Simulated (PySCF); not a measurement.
Point-charge models of `O1CC[C@H]1CC#C` against its computed dipole.

Coordinates (PBE0-D3(BJ)/def2-SVP, Å) and charges (e) from the PBE0/pcSseg-1 density (PySCF):

```tsv
atom	x	y	z	Mulliken	IAO	Hirshfeld	ESP-fitted
C1	2.783	0.983	0.568	-0.3760	-0.2524	-0.1275	-0.5445
C2	1.929	0.338	0.002	+0.1307	-0.0310	-0.0394	+0.1519
C3	0.863	-0.410	-0.648	-0.1060	-0.2828	-0.0592	-0.5075
C4	-0.505	0.223	-0.430	+0.0442	+0.1176	+0.0533	+0.6140
C5	-1.118	0.113	0.972	-0.2724	-0.2985	-0.0786	-0.5563
C6	-2.201	-0.706	0.261	+0.0807	-0.0396	+0.0075	+0.3662
O7	-1.544	-0.571	-0.999	-0.4980	-0.4292	-0.1703	-0.5559
H8	3.552	1.548	1.061	+0.0654	+0.1996	+0.0925	+0.3368
H9	1.050	-0.478	-1.733	+0.1684	+0.1724	+0.0603	+0.1906
H10	0.839	-1.446	-0.268	+0.1457	+0.1627	+0.0541	+0.1997
H11	-0.503	1.248	-0.846	+0.1214	+0.1300	+0.0372	-0.0086
H12	-1.448	1.059	1.420	+0.1360	+0.1466	+0.0468	+0.1434
H13	-0.503	-0.434	1.700	+0.1327	+0.1420	+0.0432	+0.1611
H14	-3.209	-0.254	0.254	+0.1141	+0.1316	+0.0406	+0.0049
H15	-2.296	-1.761	0.571	+0.1130	+0.1311	+0.0398	+0.0041
```

What dipole does each set of charges give (1 e·Å = 4.803 D), and what does the density give?

The full density gives (-0.17, 0.33, 1.56) D, 1.61 D in size; dipole vectors point from the negative to the positive end.

```tsv
scheme	μx	μy	μz	size (D)	share of the full size (%)	angle to the full dipole (°)
Mulliken	-2.07	-1.23	1.14	2.66	166	66
IAO	-0.13	0.51	2.09	2.15	134	3
Hirshfeld	-0.32	0.07	0.76	0.83	52	18
ESP-fitted	-0.20	0.30	1.57	1.61	100	2
```

Which set comes closest?

Length of the difference vector: ESP-fitted 0.04 D, IAO 0.55 D, Hirshfeld 0.86 D, Mulliken 2.49 D. Closest: ESP-fitted. 

What is left for the Hirshfeld atoms' own dipoles?

The Hirshfeld atoms' densities add up to the full density, so μ = Σ q r + Σ (atomic dipoles). The atomic dipoles sum to (-0.17, 0.33, 1.56) − (-0.32, 0.07, 0.76) = (0.15, 0.26, 0.80) D, 0.86 D in size.

With the origin at the mean of the coordinates, (-0.154, -0.037, 0.126) Å, which are the largest single terms, by size, of the Hirshfeld dipole along the direction of the full one?

O7 +0.86, H9 -0.59, H8 +0.37, H12 +0.37, C5 -0.36 D; all 15 atoms together +0.79 D. The single terms depend on the origin, their sum doesn't.

Give the size of the full dipole in other units.

1.61 D = 0.633 au = 0.335 e·Å = 5.37 × 10⁻³⁰ C·m.

Isolated species at its PBE0-D3(BJ)/def2-SVP geometry (one conformer only).

The values belong to the conformer `[CH:1]#[C:2][CH2:3][C@@H:4]1[CH2:5][CH2:6][O:7]1`: C2–C3–C4–C5 -72°.
